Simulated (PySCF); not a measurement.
A structure optimised at PBE-D3(BJ)/def2-SVP, used in a PySCF frequency run:

```
C
F 1 1.3712
F 1 1.3837 2 106.89
H 1 1.1150 2 108.33 3 -115.31
C 1 1.4820 4 113.40 3 -122.22
H 5 1.0990 1 120.77 4 27.64
H 5 1.1003 6 120.00 1 -169.75
```
Charge 0, spin multiplicity 2.

Write its SMILES and formula.

[CH2]C(F)F, C₂H₃F₂

What are its rotational constants (standard atomic weights)?

9.5777, 9.3978, 5.3448 GHz
